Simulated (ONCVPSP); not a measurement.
**strontium: one change to an ONCV potential, before and after**

```
Element                 : Sr
Generator               : ONCVPSP 4.0.1
Type                    : optimised norm-conserving Vanderbilt (ONCV)
Functional              : LDA (Perdew-Zunger)
Relativity              : scalar-relativistic
Frozen core             : [Ar] 3d10
Valence charge          : 10
Reference configuration : 4s2 4p6 5s1.5 (charge +0.5)
Partial waves           : 4s+5s: rc 2.25 bohr, ncon 3, nbas 7, qcut 5.8 1/bohr, 2 projectors; 4p: rc 2.20 bohr, ncon 5, nbas 9, qcut 6.8 1/bohr, 2 projectors, debl 2 Ha; d scattering state at 0.37 Ha: rc 2.35 bohr, ncon 5, nbas 8, qcut 3.9 1/bohr, 3 projectors, debl 3.1 Ha
Local potential         : polynomial inside 1.65 bohr (lpopt 5, dvloc0 0 Ha)
Core correction         : none
```

In the d channel the program set the typed energies aside and used 0.050, 3.150, 6.250 Ha.

Change: all radii scaled by about 1.24 (s 2.80, p 2.74, d 2.92 bohr); local potential polynomial inside 2.06 bohr (lpopt 5, dvloc0 0 Ha). In the d channel the program set the typed energies aside and used -0.149, 2.951, 6.051 Ha.

Cutoffs: the cutoffs (Ha) at which the residual kinetic energy of the hardest occupied pseudo-wave falls to 1 and 0.1 mHa per electron; they do not see the model core or the augmentation charge, which bear on the density cutoff. Errors are all-electron minus pseudo energies relative to the spin-unpolarised reference configuration.

Q: What does the change do?

A: The potential gets softer (12 Ha and 17 Ha → 7.6 Ha and 9.6 Ha); of the 4 tests that both files solve, the error grows in 1 and shrinks in 1 by more than 15 % and 0.3 meV (median size 1.1 → 0.5 meV); neither file shows a bound ghost. A larger radius leaves more room for a smooth pseudo-wave, so fewer plane waves are needed.

```csv
quantity,base,changed
"cutoff, loose",12 Ha,7.6 Ha
"cutoff, tight",17 Ha,9.6 Ha
loose cutoff by channel,"s 9.8 Ha, p 12 Ha","s 6.6 Ha, p 7.6 Ha"
bound ghosts,none,none
GHOST(+) flags under 300 eV,none,none
"error for 4s2 4p6 5s2, meV [ΔE -2.41 eV]",+0.1,+0.1
"error for 4s2 4p6 5s1, meV [ΔE 3.65 eV]",-0.3,-0.3
"error for 4s2 4p6 5s0, meV [ΔE 14.83 eV]",-1.9,-2.6
"error for 4s2 4p5 5s2, meV [ΔE 25.97 eV]",+2.9,+0.6
```

Changed file: The cutoffs count occupied waves only; projector 3 of the d channel, the hardest unoccupied one, needs 34 Ha at the loose tolerance.
